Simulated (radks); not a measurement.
The numbers below are computed, except where a source is named.
Q: Radial electron density D(r) = 4 pi r^2 rho(r) of an atom or ion with 22 electrons. Code: a radial shooting solver on a logarithmic mesh with Libxc functionals. Model: Dirac Kohn-Sham, XLYP, spin-unpolarised, spherical densities, point nucleus.

```
   r/bohr * D(r) (the largest magnitude, 33.2, reaches the edge; | marks zero)
 0.004413 |   *
 0.005016 |    *
 0.005747 |     *
 0.006531 |      *
 0.007423 |        *
 0.008437 |          *
 0.009666 |            *
  0.01099 |               *
  0.01249 |                  *
  0.01431 |                      *
  0.01626 |                          *
  0.01848 |                              *
  0.02117 |                                  *
  0.02406 |                                       *
  0.02735 |                                          *
  0.03133 |                                              *
  0.03561 |                                                *
  0.04047 |                                                 *
  0.04637 |                                                 *
   0.0527 |                                               *
   0.0599 |                                             *
  0.06862 |                                          *
  0.07799 |                                       *
  0.08864 |                                      *
   0.1016 |                                      *
   0.1154 |                                        *
   0.1312 |                                            *
   0.1491 |                                                *
   0.1708 |                                                    *
   0.1942 |                                                      *
   0.2207 |                                                    *
   0.2528 |                                               *
   0.2873 |                                       *
   0.3266 |                               *
   0.3741 |                       *
   0.4252 |                   *
   0.4833 |                  *
   0.5537 |                    *
   0.6293 |                      *
   0.7153 |                       *
   0.8195 |                      *
   0.9314 |                   *
    1.059 |               *
    1.213 |          *
    1.378 |      *
    1.567 |   *
    1.795 | *
     2.04 |*
    2.318 |*
    2.635 *
    3.019 *
    3.431 *
      3.9 *
    4.468 *
    5.078 *
```

What is the nuclear charge?

A: Z = 25. The innermost maximum, from 1s, lies near gamma/Z bohr with gamma = sqrt(1 - (Z/c)^2) = 0.983, here 0.0393 bohr (found: 0.0421), and its height grows with Z. The density is that of the manganese ion Mn3+ in [Ar] 3d4; the configuration itself is not fixed sharply by these data, and Z only to about a unit. D(r) has 3 maxima, at r = 0.0421, 0.194, 0.727 bohr, and minima at 0.0938, 0.468 bohr, inside which lie 2.13, 10.59 electrons.
